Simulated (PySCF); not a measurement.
Diatomics of I with group 6

r²SCAN with triple-zeta basis sets in PySCF, for the lowest determinant that a PBE0 search found; no spin–orbit coupling. De refers to high-spin ground-configuration atoms. A positive dipole means M(−)I(+).

| M | basis | state (unpaired electrons) | Re (Å) | ωe (cm⁻¹) | De (eV) | μ (D) |
| --- | --- | --- | --- | --- | --- | --- |
| Cr | x2c-TZVPPall | sextet (σ ↑, π ↑↑, δ ↑↑) | 2.537 | 254 | 2.88 | -4.73 |
| Mo | def2-TZVPP | sextet (σ ↑, π ↑↑, δ ↑↑) | 2.628 | 216 | 2.81 | -4.22 |
| W | def2-TZVPP | sextet (σ ↑, π ↑↑, δ ↑↑) | 2.624 | 197 | n/a | -3.22 |

The shortest bond is that of CrI (2.537 Å), the longest that of MoI (2.628 Å).

The rows differ in basis set, which adds steps of its own.

Down a group the atoms grow and get heavier, so bonds lengthen and wavenumbers fall; this series shows no clear exception.

De is left out where the level can put another filling of the metal’s s and d shells below the measured ground configuration, by anything from nothing to about 1 eV. The metal atom is held in its measured ground configuration; semilocal functionals can put another filling of s and d lower by some tenths of an eV, and De to that atom would be smaller. Spin–orbit coupling is left out, which matters for elements this heavy, above all for dissociation energies. The state is the lowest single determinant that the PBE0 search found; with open d or f shells the true ground state can be another one.
